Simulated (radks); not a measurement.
Effect of the nuclear size on the silver ion Ag3+, [Kr] 4d8. Method: Dirac Kohn-Sham, BLYP, spin-unpolarised, spherical densities, finite nucleus; open shells are shared between the two j in proportion to 2j + 1; Fermi nuclear charge, rms radius 4.5454 fm; computed with a radial shooting solver on a logarithmic mesh with Libxc functionals. The rms radius is varied about that value; shifts are against it.

rms radius (fm) = 4.009: total energy shift (eV) -0.628; density at nucleus (e/bohr^3) 1.483e+05; 1s1/2 shift (meV) -264; 2s1/2 shift (meV) -29.5; 4s1/2 shift (meV) -1.06; 4p1/2 shift (meV) 0.045; 5s1/2 (empty) shift (meV) -0.153
rms radius (fm) = 4.2681: total energy shift (eV) -0.333; density at nucleus (e/bohr^3) 1.47e+05; 1s1/2 shift (meV) -140; 2s1/2 shift (meV) -15.7; 4s1/2 shift (meV) -0.564; 4p1/2 shift (meV) 0.024; 5s1/2 (empty) shift (meV) -0.081
rms radius (fm) = 4.5454: total energy shift (eV) 0; density at nucleus (e/bohr^3) 1.458e+05; 1s1/2 shift (meV) 0.000; 2s1/2 shift (meV) 0.000; 4s1/2 shift (meV) 0.000; 4p1/2 shift (meV) 0.000; 5s1/2 (empty) shift (meV) 0.000
rms radius (fm) = 4.7136: total energy shift (eV) 0.211; density at nucleus (e/bohr^3) 1.45e+05; 1s1/2 shift (meV) 88.7; 2s1/2 shift (meV) 9.92; 4s1/2 shift (meV) 0.357; 4p1/2 shift (meV) -0.015; 5s1/2 (empty) shift (meV) 0.052
rms radius (fm) = 5.2136: total energy shift (eV) 0.877; density at nucleus (e/bohr^3) 1.431e+05; 1s1/2 shift (meV) 369; 2s1/2 shift (meV) 41.3; 4s1/2 shift (meV) 1.48; 4p1/2 shift (meV) -0.063; 5s1/2 (empty) shift (meV) 0.214

Slopes of the eigenvalues against <r^2> in GHz/fm^2, as finite differences over the two radii next to the reference (eigenvalue slopes, not the field-shift constants of lines): 1s1/2 13800, 2s1/2 1550, 4s1/2 55.7, 4p1/2 -2.37, 5s1/2 (empty) 8.03.
